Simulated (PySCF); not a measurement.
**Worked example: oscillator strength and radiative lifetime**

Ge(H)3(NH2) (GeH5N), SMILES [NH2][GeH3].

Geometry: PBE0-D3(BJ)/def2-TZVP.

PySCF 2.14.0 with TDA-CAM-B3LYP/def2-SVPD puts the first singlet state with f over 0.02 at 6.21 eV (vertical), with the transition dipole (0.231, 0.296, 0.000) in atomic units.

Question: Find the oscillator strength, the wavelength and the radiative lifetime that this transition would have in vacuum if emission retraced absorption.

Answer: 
|μ|² = 0.1410 au, so |μ| = 0.95 D. ΔE = 6.21/27.211 = 0.2282 hartree. f = (2/3) ΔE |μ|² = 0.021 (the program prints 0.021).
λ = 1239.84/6.21 = 200 nm; ν = 50087 cm⁻¹.
Einstein's coefficient A = 0.6670 ν² f s⁻¹ (ν in cm⁻¹) = 3.6e7 s⁻¹, so τ = 1/A = 28 ns. This state is S1. The figure is the radiative limit of this one transition; relaxation, internal conversion, crossing to triplets and a medium change what is measured.
